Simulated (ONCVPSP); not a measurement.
# Ranking ONCV potentials for nitrogen (N)

All share these settings but for the change named:

N, optimised norm-conserving Vanderbilt (ONCV), made with ONCVPSP 4.0.1 (PBE, scalar-relativistic). Core [He], reference 2s2 2p3. Waves: 2s: rc 1.00 bohr, ncon 3, nbas 6, qcut 8.4 1/bohr, 2 projectors, debl 1.4 Ha; 2p: rc 1.55 bohr, ncon 3, nbas 7, qcut 7.3 1/bohr, 2 projectors, debl 1.8 Ha; d scattering state at 0.31 Ha: rc 1.25 bohr, ncon 4, nbas 7, qcut 7.4 1/bohr, 2 projectors, debl 1.3 Ha. Local part: polynomial inside 0.95 bohr (lpopt 4, dvloc0 0 Ha). Core correction: polynomial model core, fcfact 0.55.

Test errors are all-electron minus pseudo excitation energies from the reference, over 2s2 2p2; 2s2 2p1; 2s2 2p0; 2s2 2p2.5. None of these files shows a bound ghost.

The base gives 955.1 meV.

Of 6 variants that were run, those that failed, showed a ghost or another fault, or gave nearly equal values are left out.

A variant can come out equal or close to the base, since the largest error may sit in a test that the change hardly touches while other tests move.

**Question.** Rank these variants by their largest absolute test error, smallest first.
A. s: qcut 12.2; p: qcut 10.6; d: qcut 10.7
B. all radii but the core radius scaled by about 1.32 (s 1.32, p 2.04, d 1.64 bohr); local potential polynomial inside 1.26 bohr (lpopt 4, dvloc0 0 Ha)
C. d: nbas 9

**Answer.** A (432.7 meV), C (955.1 meV), B (1815.0 meV).
